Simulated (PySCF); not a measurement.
Magnetisability: `C#C[P@](C)(=N)CC(C)=O`, C6H10NOP

Molfile (atoms numbered from 1):
```
C6H10NOP
     RDKit          3D

 19 18  0  0  0  0  0  0  0  0999 V2000
   -1.6105    2.8903    1.5248 C   0  0  0  0  0  0  0  0  0  0  0  0
   -1.1981    1.8444    1.0971 C   0  0  0  0  0  0  0  0  0  0  0  0
   -0.5300    0.2233    0.7510 P   0  0  2  0  0  5  0  0  0  0  0  0
   -1.9955   -0.6078    0.0180 C   0  0  0  0  0  0  0  0  0  0  0  0
    0.3206   -0.4799    1.8489 N   0  0  0  0  0  0  0  0  0  0  0  0
    0.5960    0.5630   -0.6535 C   0  0  0  0  0  0  0  0  0  0  0  0
    1.0920   -0.7991   -1.0696 C   0  0  0  0  0  0  0  0  0  0  0  0
    2.3784   -1.2115   -0.4286 C   0  0  0  0  0  0  0  0  0  0  0  0
    0.4524   -1.4983   -1.8171 O   0  0  0  0  0  0  0  0  0  0  0  0
   -1.9850    3.8220    1.8386 H   0  0  0  0  0  0  0  0  0  0  0  0
   -2.7257   -0.7866    0.8074 H   0  0  0  0  0  0  0  0  0  0  0  0
   -1.6691   -1.5627   -0.3936 H   0  0  0  0  0  0  0  0  0  0  0  0
   -2.4459   -0.0008   -0.7635 H   0  0  0  0  0  0  0  0  0  0  0  0
   -0.1698   -0.7411    2.6911 H   0  0  0  0  0  0  0  0  0  0  0  0
    1.3947    1.2098   -0.2912 H   0  0  0  0  0  0  0  0  0  0  0  0
    0.0273    1.0451   -1.4507 H   0  0  0  0  0  0  0  0  0  0  0  0
    3.1726   -0.5194   -0.6998 H   0  0  0  0  0  0  0  0  0  0  0  0
    2.6500   -2.2206   -0.7265 H   0  0  0  0  0  0  0  0  0  0  0  0
    2.2358   -1.1608    0.6508 H   0  0  0  0  0  0  0  0  0  0  0  0
  1  2  3  0
  3  2  1  1
  3  4  1  0
  3  5  2  0
  3  6  1  0
  6  7  1  0
  7  8  1  0
  7  9  2  0
  1 10  1  0
  4 11  1  0
  4 12  1  0
  4 13  1  0
  5 14  1  0
  6 15  1  0
  6 16  1  0
  8 17  1  0
  8 18  1  0
  8 19  1  0
M  END
```

Level of theory: GIAO HF/pcSseg-1 magnetisability, rotational g tensor and spin-rotation constants, non-relativistic, gas phase in PySCF. Geometry: GFN2-xTB.

Task: How diamagnetic is it, and how anisotropic?

Result: Isotropic -1487 × 10⁻³⁰ J/T², or -89.5 × 10⁻⁶ cm³/mol; principal values -1579, -1517, -1365 × 10⁻³⁰ J/T², anisotropy 190 × 10⁻³⁰ J/T² (root of half the summed squared differences of the principal values). The susceptibility is in cgs units.

Task: Split it along the inertial axes a, b, c into diamagnetic and paramagnetic parts about the centre of mass, with the quadrupole moment.

Result: 
| axis | χ (10⁻⁶ cm³/mol) | diamagnetic (10⁻⁶ cm³/mol) | paramagnetic (10⁻⁶ cm³/mol) | summed x² of all electrons (Å²) | quadrupole Θ (D Å) |
| --- | --- | --- | --- | --- | --- |
| a | -91.5 | -631.6 | 540.1 | 269.5 | +5.59 |
| b | -83.7 | -1410.1 | 1326.4 | 86.0 | -8.24 |
| c | -93.5 | -1507.9 | 1414.5 | 62.9 | +2.65 |

Anisotropies 2χaa − χbb − χcc = -5.8 and 2χbb − χaa − χcc = +17.5 × 10⁻⁶ cm³/mol. Θ is traceless in Buckingham's convention.

Task: And the rotational g tensor?

Result: 
```
axis  rotational constant (GHz)        g  nuclear part  electronic part
   a                     2.4785  -0.0240        0.6049          -0.6289
   b                     0.9124  -0.0087        0.5599          -0.5685
   c                     0.8571  -0.0068        0.5627          -0.5695
```
Asymmetric top; isotopes 12C, 1H, 14N, 16O, 31P; no vibrational averaging.
